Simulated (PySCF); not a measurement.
Atoms are numbered as in `[CH3:1][Si:2]([CH3:3])([CH3:4])[CH3:5]`; H(Xn) means a hydrogen on atom n.

Geometry: GFN2-xTB; GIAO absolute shieldings from PySCF 2.14.0 with density-fitted response routines, gas phase, non-relativistic, averaged over equivalent atoms.

At CAM-B3LYP/3-21G (73 basis functions, 5 s wall time on 1 thread of an Intel Xeon, shared host):
```json
{"atoms": "C1/C3/C4/C5", "σ (ppm)": "208.4"}
{"atoms": "Si2", "σ (ppm)": "496.5"}
{"atoms": "H(C1)/H(C3)/H(C4)/H(C5)", "σ (ppm)": "33.33"}
```

Question: Predict the values at B97-2/3-21G on the same geometry.

Answer: 
| atoms | σ at B97-2/3-21G | change |
| --- | --- | --- |
| C1/C3/C4/C5 | 208.7 | +0.3 |
| Si2 | 495.0 | -1.5 |
| H(C1)/H(C3)/H(C4)/H(C5) | 33.38 | +0.05 |

The largest change is at Si2 (silicon bonded to 4 C). Cost: 73 basis functions, 3.6 s wall time on 1 thread of an Intel Xeon, shared host.
